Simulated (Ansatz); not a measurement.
C2H9BN2 (`CNB(C)N`). Total charge 0; spin multiplicity 1.

```xyz
14

C    -1.433   -0.836    0.999
N    -0.294   -1.001    0.135
B     0.532    0.020   -0.395
C     0.261    1.544   -0.068
N     1.621   -0.328   -1.234
H    -1.296   -1.335    1.967
H    -2.354   -1.227    0.551
H    -1.592    0.223    1.199
H    -0.093   -1.961   -0.092
H     0.310    1.742    1.008
H    -0.736    1.857   -0.396
H     0.983    2.207   -0.552
H     1.862   -1.269   -1.492
H     2.229    0.364   -1.630
```

Give the diagnostics of a CCSD(T)/def2-TZVPP run (frozen core, Ansatz). (An estimate is asked.)

The calculation gave: T1 = 0.0103, largest single amplitude 0.018, largest double 0.018, (T) share of the correlation energy 3.7 %, 9 CCSD cycles. The RHF solution is stable towards an unrestricted one. T1 lies under the customary mark of 0.02 for closed shells.
